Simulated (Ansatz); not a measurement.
Species: sum formula BN$_{2}$H$_{4}$ (charge 0, doublet). It need not be the lowest isomer of its formula. 
Geometry from a B3LYP-D3(BJ)/def2-TZVP (Ansatz, an electronic-structure program) optimisation:
SMILES: N[B]N
```xyz
7

B     -0.0215     0.3561     0.3835
N     -1.2511    -0.0723    -0.1289
N      1.2587    -0.0530    -0.0060
H     -1.3500    -0.7545    -0.8693
H     -2.1288     0.2757     0.2110
H      2.0935     0.3083     0.4179
H      1.4400    -0.7330    -0.7326
```
Charge 0, spin multiplicity 2.

Parts of the frozen-core correlation energy in cc-pV5Z (Ansatz, hartree). Frozen orbitals: 3; correlated occupied orbitals by spin: 9 and 8; virtual: 481 and 482. UHF or UKS for open shells. Spin-orbit coupling is left out. No relativistic terms.

| term | value |
|---|---|
| reference (HF) | -136.00415 |
| MP2 opposite-spin | -0.42592 |
| MP2 same-spin | -0.12880 |
| CCSD correlation | -0.56625 |
| (T) | -0.02320 |
| T1 diagnostic | 0.012 |
| largest doubles amplitude | 0.024 |
| <S^2> of the reference | 0.754 |
